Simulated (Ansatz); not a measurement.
Cost and result for the atomization energy of `C[Te][SiH2]O` (10 atoms, 9 bonds).

Cartesian coordinates in Å:
```
C -1.712 -0.272 0.847
Te 0.101 -1.382 1.173
Si 1.339 -0.213 -0.613
O 1.494 1.386 -0.233
H -2.088 -0.470 -0.154
H -1.512 0.787 0.988
H -2.429 -0.618 1.589
H 0.622 -0.321 -1.914
H 2.656 -0.895 -0.714
H 1.530 2.000 -0.969
```

Charge 0, multiplicity 1. Correlated methods include outer-core shells of Te, which these sets cover unevenly. Te: def2 effective core potential. Geometry: relaxed with PBE0-D4/def2-TZVP. It is one conformer, not always the lowest. Program: Ansatz. All runs use 4 threads of an Arm Neoverse N1 on a shared host. Times are those of one run each, without the atoms' runs, and a repeat can differ threefold. Electronic energies, without spin–orbit coupling; frozen cores. CCSD(T)/CBS adds CCSD(T) − MP2 in def2-TZVPP to the MP2 limit, and its time is that of the two runs behind it. T1 = 0.011. With those shells the extrapolation isn't a true limit. B3LYP takes the VWN-RPA correlation (the form of Gaussian; ORCA's B3LYP/G).

CCSD(T)/CBS is a level of theory with its own doubt, some kJ/mol a heavy atom from the limit and from the frozen cores, so smaller differences don't rank the functionals.

```
                             level  functions  wall time
   PBE-D4/def2-TZVPP (with forces)        238        4 s
                PBE0-D4/def2-TZVPP        238      4.7 s
r2SCAN-D4/def2-TZVPP (with forces)        238      7.5 s
 B3LYP-D4/def2-TZVPP (with forces)        238      7.5 s
                 B2PLYP/def2-TZVPP        238      9.5 s
                ωB97X-V/def2-TZVPP        238       13 s
  ωB97M-V/def2-TZVPP (with forces)        238       19 s
                    MP2/def2-QZVPP        446       33 s
                CCSD(T)/def2-TZVPP        238      5 min
                 CCSD(T)/CBS(def2)          –    5.5 min
```

(1) What atomization energy does each give, and how far from CCSD(T)/CBS? (Best estimate.)

Results:

(1) Ansatz gave: 
| level | atomization (kcal/mol) | difference from CCSD(T)/CBS | per bond |
| --- | --- | --- | --- |
| PBE-D4/def2-TZVPP (with forces) | 807.7 | 0.4 | 0.0 |
| PBE0-D4/def2-TZVPP | 795.5 | -11.8 | -1.3 |
| r2SCAN-D4/def2-TZVPP (with forces) | 800.2 | -7.1 | -0.8 |
| B3LYP-D4/def2-TZVPP (with forces) | 799.1 | -8.2 | -0.9 |
| B2PLYP/def2-TZVPP | 790.0 | -17.3 | -1.9 |
| ωB97X-V/def2-TZVPP | 803.0 | -4.3 | -0.5 |
| ωB97M-V/def2-TZVPP (with forces) | 799.5 | -7.8 | -0.9 |
| MP2/def2-QZVPP | 805.4 | -1.9 | -0.2 |
| CCSD(T)/def2-TZVPP | 781.4 | -25.9 | -2.9 |
| CCSD(T)/CBS(def2) | 807.3 | 0.0 | 0.0 |

The D4 term adds +8.9 kcal/mol with B3LYP and +4.7 kcal/mol with PBE0; it sums over pairs of atoms, weighted by their polarisabilities, and B3LYP, whose exchange is more repulsive, gets the larger term. In def2-TZVPP, CCSD(T) changes the Hartree–Fock value by +204.0 kcal/mol (the triples alone add +11.7 kcal/mol) and MP2 by +212.5 kcal/mol; breaking electron pairs costs correlation energy, which Hartree–Fock lacks. From PBE to PBE0 (25 % exact exchange), in def2-TZVPP and without D4, the atomization energy moves by −11.4 kcal/mol: exact exchange takes away binding that semilocal exchange gives to molecules.

Spin–orbit coupling would lower the free Te atoms strongly, and the atomization energy with them, by more than many differences here.
